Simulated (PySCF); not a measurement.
## Working out the electron affinity of Ag

Ag⁻ [Kr] 4d10 5s2 (1S) → Ag [Kr] 4d10 5s1 (2S). Computed with PySCF 2.14 in aug-cc-pVTZ-PP with ECP28MDF (6s6p5d3f2g, 88 functions), with a scalar-relativistic core potential. Frozen: 4s2 4p6. Energies in hartree (1 hartree = 27.21139 eV):

```
            part  Ag⁻ (lower)   Ag (upper)
             UHF  -146.059225  -146.055574
CCSD correlation    -0.416685    -0.379949
             (T)    -0.021361    -0.016826
```

Problem. What does Hartree-Fock give?

Solution. (-146.055574) − (-146.059225) = 0.003651 hartree = 0.099 eV.

Problem. What do CCSD and CCSD(T) give?

Solution. The CCSD correlation energies differ by 0.036736 hartree = 1.000 eV and the triples by 0.004535 hartree = 0.123 eV, so CCSD gives 1.099 eV and CCSD(T) 1.222 eV.

Reference: 1.304 eV (measured; photodetachment measurements, as compiled on the Wikipedia data page of electron affinities).

The coupled-cluster amplitudes are large, so a single reference is strained.

What remains against the reference includes basis incompleteness, the frozen core and higher excitations.
